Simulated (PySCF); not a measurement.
# Simulated absorption spectrum

C3H11BBrN.
SMILES with atom numbers: `[CH3:1][CH2:2][CH2:3][B@@H-:4]([NH3+:5])[Br:6]` (hydrogens: H7, H8, H9 on C1; H10, H11 on C2; H12, H13 on C3; H14 on B4; H15, H16, H17 on N5)

The calculation used TDDFT B3LYP/def2-SVPD, vertical, gas phase, core orbitals frozen in the response (PySCF 2.14.0, density-fitted response routines). The structure is a single PBE0-D3(BJ)/def2-SVP conformer in the gas phase; no vibrational or solvent corrections. Relativistic effects, spin–orbit coupling among them, are left out although an element past zinc is present. Torsions of this conformer, `[CH3:1][CH2:2][CH2:3][B@@H-:4]([NH3+:5])[Br:6]`: C1–C2–C3–B4 179°, C2–C3–B4–N5 180°.

Computed states:

```json
{"state": "S1", "E (eV)": "5.16", "f": "0.0092"}
{"state": "S2", "E (eV)": "5.59", "f": "0.054"}
{"state": "S3", "E (eV)": "6.54", "f": "0.0077"}
{"state": "S4", "E (eV)": "6.62", "f": "0.013"}
{"state": "S5", "E (eV)": "6.71", "f": "0.018"}
{"state": "S6", "E (eV)": "6.76", "f": "0.029"}
{"state": "S7", "E (eV)": "6.81", "f": "0.028"}
{"state": "S8", "E (eV)": "6.98", "f": "0.011"}
{"state": "S9", "E (eV)": "7.02", "f": "0.012"}
{"state": "S10", "E (eV)": "7.06", "f": "0.012"}
```

Broadening: Gaussians 0.25 eV wide at half height, area fixed by f = 4.319×10⁻⁹ ∫ε dν̃. The width is an assumption, not a result. The curve ends short of the highest state used, and states not computed would add to its high-energy end.

**Question.** What does the envelope look like, and where are its maxima?

**Answer.** 
```tsv
λ (nm)	ε (L mol⁻¹ cm⁻¹)
192.0	1254
193.6	596
195.1	255
196.7	87
198.2	27
199.8	6
201.3	1
202.9	0
204.4	0
206.0	2
207.5	9
209.1	37
210.7	130
212.2	356
213.8	866
215.3	1695
216.9	2939
218.4	4237
220.0	5372
221.5	5848
223.1	5563
224.6	4679
226.2	3425
227.8	2225
229.3	1369
230.9	815
232.4	592
234.0	581
235.5	692
237.1	847
238.6	960
240.2	999
241.8	939
243.3	809
244.9	628
246.4	455
248.0	296
249.5	183
251.1	101
252.6	54
254.2	26
255.7	12
257.3	5
258.9	2
```

Maxima: 240 nm (5.17 eV), ε about 1000, made up of S1 (100%); 222 nm (5.59 eV), ε about 5900, made up of S2 (100%) (ε in L mol⁻¹ cm⁻¹; maxima over ε = 5, shares over 10%). At its high-energy end, 6.46 eV, the curve is still rising (ε about 1300, from S3 and S4).

**Question.** On this curve, what absorbance would a 10⁻³ mol/L sample give at 254 nm over a 1 cm path?

**Answer.** 254 nm is 4.881 eV, where ε is about 28 L mol⁻¹ cm⁻¹, so A = ε c l ≈ 0.028 (Beer–Lambert, with the gas-phase spectrum and the assumed width).

**Question.** Coming from long wavelengths, where does ε first pass 100 L mol⁻¹ cm⁻¹?

**Answer.** At about 251 nm (4.94 eV), 0.23 eV below S1.

**Question.** What would ε be at 5.59 eV, the highest of these maxima, with half the width (0.125 eV)?

**Answer.** About 11700 L mol⁻¹ cm⁻¹ against 5860, a factor of about 2.00; a lone state at its own centre would give exactly 2.

All these states lie below the vertical ionisation energy of 9.02 eV (ΔSCF).
